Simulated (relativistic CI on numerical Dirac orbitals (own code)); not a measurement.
Energy levels of Sb⁶⁺

Method of calculation: Dirac-Coulomb-Breit CI, separate exchange-only KLI orbitals for each configuration, model QED, unscaled Slater integrals (own radial code, finite nucleus).

Configuration list (outside the closed core [Ar] 3d10): 4s2 4p6 4d9, 4s2 4p6 4d8 5s, 4s2 4p6 4d8 4f, 4s2 4p5 4d10, 4s2 4p6 4d8 5p, 4s2 4p6 4d8 5d, 4s2 4p6 4d8 6s, 4s 4p6 4d10, 4s2 4p6 4d8 6p, 4s2 4p6 4d8 5f, 4s2 4p5 4d9 4f, 4s2 4p6 4d8 6d, 4s2 4p6 4d7 5s 5p, 4s2 4p6 4d8 6f, 4s2 4p6 4d7 5s2, 4s2 4p6 4d6 4f 5s2, 4s2 4p6 4d6 5s2 5p, 4s2 4p6 4d6 5s2 5d, 4s2 4p6 4d6 5s2 6s. Double excitations out of closed p, d and f shells are left out; levels of such configurations are missing from the list, as are those of other unlisted configurations, and high levels can miss mixing partners.

The lowest level is 4s2 4p6 4d9 2D_5/2, with 99 % of that term; Hund's rules for 4s2 4p6 4d9 give 2D with J = 5/2, in agreement.

```
No.  Configuration  Term     J   E (eV)    %  Landé g  Lifetime (s)
  1    4s2 4p6 4d9    2D   5/2   0.0000   99    1.200              
  2    4s2 4p6 4d9    2D   3/2   1.2868  100    0.799      5.53e-02
  3     4d8(3F) 5s    4F   9/2  35.4684   99    1.330      1.20e-03
  4     4d8(3F) 5s    4F   7/2  36.0732   80    1.216      2.74e-05
  5     4d8(3F) 5s    4F   5/2  36.7474   92    1.039      1.37e-04
  6     4d8(3F) 5s    4F   3/2  36.9968   81    0.486      6.67e-05
  7     4d8(3F) 5s    2F   7/2  37.3016   80    1.158      5.74e-06
  8     4d8(3F) 5s    2F   5/2  37.7070   36    1.196      9.66e-06
  9     4d8(3P) 5s    4P   5/2  38.4793   48    1.223      9.39e-06
 10     4d8(3P) 5s    4P   3/2  38.6117   47    1.267      1.66e-05
 11     4d8(3P) 5s    4P   1/2  39.0368   97    2.650      3.14e-04
 12     4d8(3P) 5s    4P   3/2  39.2883   52    1.329      1.59e-05
 13     4d8(1D) 5s    2D   5/2  39.8373   62    1.226      1.13e-05
 14     4d8(1G) 5s    2G   9/2  40.1733   99    1.113      1.01e-05
 15     4d8(1G) 5s    2G   7/2  40.2012   98    0.894      1.07e-05
 16     4d8(3P) 5s    2P   3/2  40.3863   73    1.182      4.15e-06
 17     4d8(3P) 5s    2P   1/2  40.3921   98    0.697      3.37e-06
 18     4d8(1S) 5s    2S   1/2  45.5147   95    1.990      5.61e-06
 19     4d8(3F) 5p   4D°   7/2  47.1838   80    1.380      5.31e-10
 20     4d8(3F) 5p   4G°   9/2  47.7618   41    1.181      5.13e-10
 21     4d8(3F) 5p   4D°   5/2  48.3076   79    1.303      5.00e-10
 22     4d8(3F) 5p   4G°   7/2  48.6792   67    1.026      4.79e-10
 23     4d8(3F) 5p   4G°   5/2  48.8832   55    0.781      3.40e-10
 24     4d8(3F) 5p   4G°  11/2  48.9221   98    1.270      3.42e-10
 25     4d8(1D) 5p   2D°   3/2  48.9718   32    0.945      3.03e-10
 26     4d8(3F) 5p   4D°   3/2  49.2627   67    1.195      3.95e-10
 27     4d8(3F) 5p   4F°   9/2  49.4539   71    1.269      3.39e-10
 28     4d8(3F) 5p   4D°   1/2  49.5232   87    0.084      4.71e-10
 29     4d8(3F) 5p   2F°   7/2  49.6532   58    1.193      1.56e-10
 30     4d8(3F) 5p   2D°   5/2  49.7625   49    1.048      8.40e-11
```

Energies count from the lowest computed level; ° marks odd parity; lifetimes are radiative, by E1, M1, E2 decay to levels of this space only. Percentages are summed over parent terms; the parents shown are those of the largest component, closed shells are left out there.

The mean weight of the leading LS term, summed over parents, in these 30 levels is 74 %, and that of the leading jj configuration (from the same eigenvectors) 67 %.

At this charge configurations can still be misplaced by up to about 7 % of their energy. Levels and lines within the n = 5 or 6 shells can be off by up to 10 % or somewhat more, and those that change n by about 2 %, since core polarisation is missing.

LS names give the leading component of a level, which can be under half, so a name can repeat, a term be missing and a line seem to break the LS rules.
